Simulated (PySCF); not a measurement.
Te(H)(SeH) (H₂SeTe), SMILES [SeH][TeH]. The structure is a stationary point at PBE-D3(BJ)/def2-TZVP. The def2 effective core potentials stand for the cores of Te; spin–orbit coupling is left out.

Give the equilibrium geometry at PBE-D3(BJ)/def2-TZVP (PySCF confirms it by a frequency run) as Cartesian coordinates in Å. (Estimate from the structure and the level; the computed values follow.)


```xyz
4

Te    -0.7260    -0.3492     0.6068
H     -1.2752    -1.5069    -0.4816
Se     1.0843     0.5881    -0.9009
H      2.1607    -0.3294    -0.4446
```
Charge 0, spin multiplicity 1.
